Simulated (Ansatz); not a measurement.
System: CH5GeO2, net charge 0, doublet state. It need not be the lowest isomer of its formula. SMILES: [OH][Ge]([OH])[CH3]
Structure (B3LYP-D3(BJ)/def2-TZVP (Ansatz, a quantum-chemistry and plane-wave program) minimum search):
```xyz
9

C      1.8104    -0.4229    -0.2271
Ge    -0.1705    -0.2319    -0.1779
O     -0.4514     1.4419    -0.7582
O     -0.7610    -0.1350     1.5323
H      2.1584    -0.2634    -1.2458
H      2.2100     0.3464     0.4341
H      2.1035    -1.4120     0.1184
H     -1.2494     1.8263    -0.3771
H     -0.9289    -0.9945     1.9325
```
Charge 0, spin multiplicity 2.

Property: atomisation energy (electronic, to ground-state atoms), in kcal/mol. Correlated levels leave the core frozen unless marked. UHF or UKS for open shells. Spin-orbit coupling is left out. The frozen core is the preceding noble-gas configuration, with the filled d and f shells of earlier blocks. No relativistic terms. The coupled-cluster limit lacks core correlation, which all-electron functionals hold. Basis-set limits of correlation are two-point, X^-3; Hartree-Fock from the larger set. [CCSD(T)-MP2]/basis is that difference in the basis named.

```json
[
 {"level": "PBE-D4/def2-TZVPD", "program": "Ansatz + dftd4", "atomisation energy (kcal/mol)": "[?]"},
 {"level": "BLYP-D3(BJ)/def2-TZVPD", "program": "Ansatz + dftd3", "atomisation energy (kcal/mol)": "[?]"},
 {"level": "B3LYP/def2-TZVPD", "program": "Ansatz", "atomisation energy (kcal/mol)": "[?]"},
 {"level": "PBE0-D3(BJ)/def2-TZVP", "program": "Ansatz + dftd3", "atomisation energy (kcal/mol)": "755.1"},
 {"level": "r2SCANh/def2-TZVPD", "program": "Ansatz", "atomisation energy (kcal/mol)": "757.5"},
 {"level": "r2SCAN0/def2-TZVPD", "program": "Ansatz", "atomisation energy (kcal/mol)": "746.8"},
 {"level": "CAM-B3LYP-D4/def2-TZVPD", "program": "Ansatz + dftd4", "atomisation energy (kcal/mol)": "763.0"},
 {"level": "B2GP-PLYP-D4/def2-TZVPD", "program": "Ansatz + dftd4", "atomisation energy (kcal/mol)": "[?]"},
 {"level": "B2PLYP-D4/def2-TZVPD", "program": "Ansatz + dftd4", "atomisation energy (kcal/mol)": "753.8"},
 {"level": "RPA@PBE/cc-pVQZ", "program": "Ansatz", "atomisation energy (kcal/mol)": "719.4"},
 {"level": "SCS-MP2/6-31G*", "program": "Ansatz", "atomisation energy (kcal/mol)": "679.0"},
 {"level": "SCS-MP2/cc-pVDZ", "program": "Ansatz", "atomisation energy (kcal/mol)": "694.3"},
 {"level": "RI-MP2/CBS(cc-pVTZ,cc-pVQZ)+[CCSD(T)-MP2]/cc-pVTZ", "program": "Ansatz", "atomisation energy (kcal/mol)": "766.0"}
]
```

Complete the blanks.


- PBE-D4/def2-TZVPD, atomisation energy (kcal/mol): 777.3
- BLYP-D3(BJ)/def2-TZVPD, atomisation energy (kcal/mol): 762.5
- B3LYP/def2-TZVPD, atomisation energy (kcal/mol): 752.9
- B2GP-PLYP-D4/def2-TZVPD, atomisation energy (kcal/mol): 750.6
